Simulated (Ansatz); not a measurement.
`C[N](C)[Zn][F]` + `[SiH3]N[SiH3]` → `[F][Zn][N]([SiH3])[SiH3]` + dimethylamine at 600 K and 1 bar (ligand exchange at a Zn–N bond).

Program: Ansatz. Geometries: PBE0-D4/def2-TZVP. ΔE: electronic, gas phase. CCSD(T)/CBS is the MP2 limit (def2-TZVPP, def2-QZVPP) plus CCSD(T) − MP2 in def2-TZVPP, frozen cores. This one scheme is used for every species. For Zn outer-core shells are correlated without core-valence functions, which leaves a few kJ/mol of doubt a bond. Scalar relativity is left out up to krypton. One conformer a species, not always the lowest.

```json
{"species": "`C[N](C)[Zn][F]`", "CCSD(T)/CBS energy (Eh)": "-2012.61126", "H − E (kJ/mol)": "279.1", "S (J/(mol·K))": "451.7"}
{"species": "`[SiH3]N[SiH3]`", "CCSD(T)/CBS energy (Eh)": "-637.10515", "H − E (kJ/mol)": "230.1", "S (J/(mol·K))": "420.5"}
{"species": "`[F][Zn][N]([SiH3])[SiH3]`", "CCSD(T)/CBS energy (Eh)": "-2514.72709", "H − E (kJ/mol)": "227.0", "S (J/(mol·K))": "510.6"}
{"species": "`CNC`", "CCSD(T)/CBS energy (Eh)": "-135.00321", "H − E (kJ/mol)": "284.6", "S (J/(mol·K))": "333.5"}
```

H − E and S are ideal-gas, rigid-rotor, harmonic terms from PBE0-D4/def2-TZVP, for one conformer and one mirror image of each species. 1 Eh = 2625.50 kJ/mol, R = 8.31446 J/(mol·K).

**Question.** By hand: ΔE, ΔH, ΔS and ΔG.

**Answer.** ΔE = (-2514.72709) + (-135.00321) − (-2012.61126) − (-637.10515) = -0.01389 Eh = -36.5 kJ/mol. Δ(H − E) = 227.0 + 284.6 − 279.1 − 230.1 = 2.4, so ΔH = -34.1 kJ/mol. ΔS = 510.6 + 333.5 − 451.7 − 420.5 = -28.1 J/(mol·K). ΔG = -34.1 − 600 × (-28.1)/1000 = -17.2 kJ/mol.

**Question.** By hand: the equilibrium constant, and the temperature at which ΔG would vanish if ΔH and ΔS stayed fixed.

**Answer.** log₁₀ K = −ΔG/(RT ln 10) = 1.5. ΔG = 0 at ΔH/ΔS = 1214 K.

TΔS isn't small against ΔH here. A doubt of 5 kJ/mol in ΔE shifts log₁₀ K by 0.4 here. Other conformers and mirror images would add mixing entropy, several J/(mol·K) or more a flexible species. Modes under 60 cm⁻¹, often nearly free rotors, make the harmonic entropy too high. These are equilibria of isolated gas molecules and say nothing of rates. Largest T1 diagnostic: 0.016 (customary marks: 0.02 for closed shells, 0.045 for open ones).
